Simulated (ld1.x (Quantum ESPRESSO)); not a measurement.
# What one change does to a pseudopotential (B (Z = 5), RRKJ)

| Item | Value |
| --- | --- |
| Element | boron |
| Generator | ld1.x (Quantum ESPRESSO) 7.5 |
| Type | norm-conserving RRKJ (Kleinman–Bylander form) |
| Functional | PBE |
| Relativity | scalar-relativistic |
| Frozen core | [He] |
| Valence charge | 3 |
| Reference configuration | 2s2 2p1 |
| Partial waves | 2s (bound): rc 1.60 bohr; 2p (bound): rc 3.35 bohr; 3d channel at 0.1 Ry: rc 2.65 bohr |
| Local potential | all-electron potential smoothed inside 1.40 bohr (lloc = -1) |
| Core correction | Bessel-smoothed model core, default radius (core density twice the valence density) |
| rho0 | 0.02 |

Change: local potential the d channel.

Cutoffs: the cutoffs (Ry, on a coarse ladder) from which the occupation-weighted sum of valence levels, in a spherical-Bessel basis at the reference potential, stays within 10 and 1 mRy of its value at 400 Ry; they do not see the model core or the augmentation charge, which bear on the density cutoff. Errors are all-electron minus pseudo energies relative to the spin-unpolarised reference configuration.

Q: How do hardness, ghosts and transferability respond?

A: The potential gets neither clearly harder nor softer (21 Ry and 40 Ry → 21 Ry and 45 Ry); the errors of the 7 common tests hardly move; neither file shows a bound ghost.

| quantity | base | changed |
| --- | --- | --- |
| cutoff, loose | 21 Ry | 21 Ry |
| cutoff, tight | 40 Ry | 45 Ry |
| bound ghosts | none | none |
| error for 2s2 2p0, meV [ΔE 8.22 eV] | +171 | +173 |
| error for 2s1 2p0, meV [ΔE 33.64 eV] | +499 | +505 |
| error for 2s2 2p0.5, meV [ΔE 2.89 eV] | +25 | +26 |
| error for 2s1 2p2, meV [ΔE 5.85 eV] | -36 | -36 |
| error for 2s2 2p1.3, meV [ΔE -0.74 eV] | +2.5 | +2.5 |
| error for 2s1 2p1, meV [ΔE 14.36 eV] | -88 | -89 |
| error for 2s0 2p3, meV [ΔE 11.72 eV] | -143 | -144 |
| s: phases at 3.66 bohr within 0.05 rad from the reference energy up to (Ry; the scan ends near 5) | 3.5 | 3.3 |
| p: phases at 3.66 bohr within 0.05 rad from the reference energy up to (Ry; the scan ends near 5) | 0.5 | 0.5 |
| d: phases at 3.66 bohr within 0.05 rad from the reference energy up to (Ry; the scan ends near 5) | 2.7 | 2.7 |
